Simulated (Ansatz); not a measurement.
Consider the ligand exchange at the Si–Cl bond: `CO[SiH](O)Cl` + `O[SiH2]O` → `CO[SiH](O)O[SiH2]O` + HCl.

Gas-phase electronic energies from Ansatz, PBE0-D4/def2-TZVP geometries. CBS: MP2 limit from def2 TZ/QZ plus the TZ coupled-cluster correction, frozen cores. This one scheme is used for every species. DFT in def2-TZVPP. Each species was taken in one conformer, which may not be the lowest.

| level | ΔE (eV) |
| --- | --- |
| PBE-D4 | -0.16 |
| PBE0-D4 | -0.20 |
| ωB97X-V | -0.26 |
| ωB97M-V | -0.25 |
| r2SCAN | -0.22 |
| MP2/def2-TZVPP | -0.27 |
| CCSD/def2-TZVPP | -0.33 |
| SCS-MP2/def2-QZVPP | -0.28 |

Problem. What does CCSD(T)/CBS give? (Estimate.)

Solution. Ansatz gave: -0.29 eV. The listed levels differ from it by 0.13, 0.09, 0.03, 0.04, 0.07, 0.02, -0.04, 0.01 eV.

Largest T1 diagnostic among the species: 0.012.

The D4 term adds −0.08 eV with B3LYP and −0.05 eV with PBE0; it sums over pairs of atoms, weighted by their polarisabilities, and B3LYP, whose exchange is more repulsive, gets the larger term. From PBE to PBE0 (25 % exact exchange), in def2-TZVPP and without D4, ΔE moves by −0.05 eV.

B3LYP here is the variant with VWN-RPA as its local correlation; programs differ in this.
